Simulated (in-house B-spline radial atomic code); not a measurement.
RPA and G0W0 for La VII (La6+), [Kr] 4d10 5s2 5p3, highest spin, as one setting changes: the highest l of the empty states. Start: Hartree-Fock. A dash marks a level of low quasi-particle weight. Computed with a B-spline radial code for spherical atoms: all electrons, scalar-relativistic (spin-free one-electron X2C), finite nucleus, each spin shell either full or empty, empty states to the listed l with an (l + 1/2)⁻⁴ tail; G0W0 by contour deformation at full frequency.

Spin-orbit coupling, left out, splits p levels strongly here.

```
highest l of the empty states  RPA summed (Eh)  RPA extrapolated (Eh)  G0W0 level (eV)
                            4          -3.2327                -3.8539     5p up -91.97
                            5          -3.5192                -3.9183     5p up -92.00
                            6                ?                      ?                ?
                            7                ?                      ?                ?
                            8          -3.7811                -3.8813     5p up -91.98
                            9          -3.8061                -3.8739     5p up -91.98
                           10          -3.8219                -3.8697     5p up -91.98
                           11          -3.8323                -3.8672     5p up -91.97
```

(1) What belongs in the row for 6?

(2) What belongs in the row for 7?

Results:

(1) RPA summed (Eh): -3.6619; RPA extrapolated (Eh): -3.9069; G0W0 level (eV): 5p up -91.99.

(2) RPA summed (Eh): -3.7388; RPA extrapolated (Eh): -3.8961; G0W0 level (eV): 5p up -91.98.
